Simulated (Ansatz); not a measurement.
System: CrF, net charge 0, sextet state. The spin state was set by rule; other spins were not relaxed. 
Geometry from a B3LYP-D3(BJ)/def2-TZVP (Ansatz, a quantum-chemistry and plane-wave program) optimisation:
```
Cr
F 1 1.7937
```
Charge 0, spin multiplicity 6.

Wanted: vertical ionisation energy (to the quintet state of charge +1; each state is the SCF solution reached for its spin; for the sextet T1 is 0.073), in eV. Correlated levels leave the core frozen unless marked. UHF or UKS for open shells. Spin-orbit coupling is left out. The frozen core is the preceding noble-gas configuration, with the filled d and f shells of earlier blocks. Non-relativistic. CBS marks a two-point X^-3 extrapolation of the correlation energy; Hartree-Fock from the larger set.

```tsv
level	program	vertical ionisation energy (eV)	minus last row
SVWN5/def2-TZVPD	Ansatz	8.64	0.87
PBE/def2-TZVPD	Ansatz	8.37	0.60
r2SCAN/def2-TZVPD	Ansatz	8.37	0.60
B3LYP/def2-TZVPD	Ansatz	8.26	0.49
PBE0/def2-TZVPD	Ansatz	8.19	0.42
BHLYP/def2-TZVPD	Ansatz	7.86	0.09
CAM-B3LYP/def2-TZVPD	Ansatz	8.20	0.43
wB97M-V/def2-TZVPD	Ansatz	8.01	0.24
wB97X-V/def2-TZVPD	Ansatz	7.93	0.16
CCSD/def2-SVPD	Ansatz	7.62	-0.15
CCSD/def2-TZVPPD	Ansatz	7.74	-0.03
CCSD/def2-QZVPPD	Ansatz	7.75	-0.02
CCSD/CBS(def2-TZVPPD,def2-QZVPPD)	Ansatz	7.77	0.00
CCSD(T)/def2-SVPD	Ansatz	7.61	-0.16
CCSD(T)/def2-TZVPPD	Ansatz	7.74	-0.03
CCSD(T)/def2-QZVPPD	Ansatz	7.75	-0.02
CCSD(T)/CBS(def2-TZVPPD,def2-QZVPPD)	Ansatz	7.77	0.00
```
